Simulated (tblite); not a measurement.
C5H12F2N2Si.
Atom-mapped SMILES: `[CH2:1]=[C:2]([SiH2:3][NH2:4])[N:5]([CH3:6])[CH2:7][CH:8]([F:9])[F:10]` (hydrogens: H11, H12 on C1; H13, H14 on Si3; H15, H16 on N4; H17, H18, H19 on C6; H20, H21 on C7; H22 on C8)

A start from a force field or distance geometry was refined with GFN2-xTB geometry optimisation, gas phase in tblite 0.8.0. Values at the start:

```
  coordinate    start
       C1=C2  1.351 Å
      C1–H11  1.077 Å
      C1–H12  1.098 Å
      C2–Si3  1.927 Å
       C2–N5  1.424 Å
      Si3–N4  1.719 Å
     Si3–H13  1.487 Å
      N4–H15  1.008 Å
       N5–C6  1.468 Å
       N5–C7  1.496 Å
      C6–H17  1.089 Å
       C7–C8  1.527 Å
      C7–H20  1.093 Å
       C8–F9  1.367 Å
      C8–H22  1.099 Å
   C1–C2–Si3   116.2°
   C2–Si3–N4   106.9°
    C2–N5–C6   121.9°
    C2–N5–C7   124.5°
   Si3–C2–N5   121.5°
    C6–N5–C7   113.3°
    C7–C8–F9   110.0°
   F9–C8–F10   106.5°
C1–C2–Si3–N4    -122°
 C1–C2–N5–C6       3°
 C2–N5–C7–C8     -96°
 N5–C7–C8–F9     -70°
```

Task: How do these coordinates change at the GFN2-xTB level?

Result: 
```
  coordinate  GFN2-xTB (Å or °)  change
       N5–C7              1.436  -0.060
       C2–N5              1.392  -0.032
      C2–Si3              1.897  -0.030
      C1–H12              1.075  -0.023
     Si3–H13              1.466  -0.021
       N5–C6              1.447  -0.021
       C1=C2              1.338  -0.013
      Si3–N4              1.731  +0.012
       C8–F9              1.358  -0.009
       C7–C8              1.535  +0.008
      C6–H17              1.096  +0.007
      C7–H20              1.091  -0.002
      C8–H22              1.100  +0.001
      N4–H15              1.009  +0.001
      C1–H11              1.076  -0.001
    C2–N5–C7              118.6    -5.9
    C2–N5–C6              118.6    -3.3
   Si3–C2–N5              118.9    -2.6
   C1–C2–Si3              118.2    +2.0
    C7–C8–F9              111.7    +1.7
    C6–N5–C7              114.8    +1.5
   F9–C8–F10              105.7    -0.8
   C2–Si3–N4              106.2    -0.7
 C2–N5–C7–C8                -74     +22
C1–C2–Si3–N4               -103     +19
 N5–C7–C8–F9                -76      -6
 C1–C2–N5–C6                  1      -2
```

The energy falls by 0.445 eV over 126 L-BFGS steps, the largest force on an atom goes from 1.67 to 0.010 eV/Å, and the atoms move by 0.374 Å rms after alignment. The bond that changes most is N5–C7 (enamine nitrogen to sp3 carbon bound to nitrogen), which shortens by 0.060 Å. Bonds longer at the end by more than 0.005 Å: 3 of 21; shorter: 12. Among the dihedrals that turn most is Si3–C2–N5–C7, from -4° to -38°. Rotational constants go from 1400, 786.8, 555.7 to 1371, 866.6, 609.0 MHz.

Its GFN2-xTB frequencies are all real (lowest 30 cm⁻¹). The numbers are those of one conformer.

These are computed values.
